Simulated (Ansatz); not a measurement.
A nudged elastic band was laid between two geometries of C$_{3}$H$_{10}$S$_{2}$Si (16 atoms, charge 0, multiplicity 1).

The calculation used RKS PBE-D4/STO-3G (Ansatz).

| Item | Value |
| --- | --- |
| movable images | 5 |
| climbing image | yes |
| spring | 5.0 eV/Å² |
| optimiser | quadratic models (default) |
| start path | through a guess of the saddle point |
| force threshold | 0.03 eV/Å |
| iteration limit | 60 |
| end points | relaxed |

Image 0:

```xyz
16
Properties=species:S:1:pos:R:3
C -0.063 -2.373 0.158
Si 1.150 -1.008 -0.284
C 1.004 0.412 0.965
S -0.683 1.108 1.205
C -0.792 2.031 -0.393
S -2.437 2.771 -0.685
H -0.092 -3.156 -0.617
H -1.082 -1.965 0.267
H 0.206 -2.855 1.113
H 0.865 -0.521 -1.627
H 2.515 -1.521 -0.273
H 1.713 1.225 0.708
H 1.314 0.039 1.960
H -0.066 2.873 -0.400
H -0.509 1.358 -1.233
H -3.066 1.559 -0.819
```

Image 6:

```xyz
16
Properties=species:S:1:pos:R:3
C 0.146 -2.512 0.136
Si 1.232 -1.024 -0.232
C 0.810 0.392 0.957
S -0.963 0.883 1.026
C -1.040 1.733 -0.613
S -2.609 2.631 -0.881
H 0.283 -3.309 -0.613
H -0.919 -2.223 0.133
H 0.373 -2.939 1.127
H 1.023 -0.590 -1.607
H 2.639 -1.375 -0.081
H 1.435 1.280 0.732
H 1.073 0.083 1.987
H -0.168 2.420 -0.711
H -0.960 0.999 -1.444
H -2.379 3.530 0.129
```

Question: What changes between the two ends?

Answer: No bond is made or broken. The dihedral S4–C5–S6–H16 goes from -67 to 65°.

Question: What energy profile does the band end with?

Answer: The forces met the threshold. The highest image is number 2 of 0 to 6, 10.4 kJ/mol above the first end and 11.0 kJ/mol above the last; the last end lies 0.5 kJ/mol below the first. A vibrational analysis at the climbing image gives one clearly imaginary mode, 269i cm⁻¹: a first-order saddle point. Limits of this set-up: minimal basis.

```tsv
image	path coordinate (Å)	energy (kJ/mol)	dihedral S4–C5–S6–H16 (°)
0	0.00	0.0	-67
1	0.91	1.2	-56
2	1.82	10.4	-1
3	2.31	5.7	32
4	2.81	0.9	57
5	3.31	-0.3	64
6	3.80	-0.5	65
```

Question: What is the geometry of the highest image?

Answer: 
```xyz
16
Properties=species:S:1:pos:R:3
C 0.019 -2.429 0.111
Si 1.214 -1.022 -0.240
C 0.889 0.414 0.957
S -0.836 1.054 1.006
C -0.833 1.918 -0.615
S -2.451 2.738 -0.944
H 0.128 -3.243 -0.625
H -1.024 -2.072 0.069
H 0.186 -2.857 1.113
H 1.051 -0.569 -1.614
H 2.590 -1.474 -0.074
H 1.591 1.249 0.755
H 1.105 0.072 1.987
H -0.021 2.681 -0.639
H -0.610 1.201 -1.437
H -3.020 2.317 0.231
```

Question: What are the harmonic wavenumbers there?

Answer: 269i, 24, 39, 90, 114, 143, 201, 268, 322, 537, 664, 713, 763, 773, 844, 878, 894, 929, 940, 1014, 1019, 1077, 1090, 1192, 1244, 1316, 1344, 1476, 1609, 1653, 1655, 1660, 2589, 2629, 2868, 3192, 3240, 3254, 3286, 3355, 3420, 3423 cm⁻¹.

The run took 3.3 min on 1 thread of Intel(R) Xeon(R) Platinum 8559C (Emerald Rapids), with other jobs on the host, peak memory 0.15 GiB.
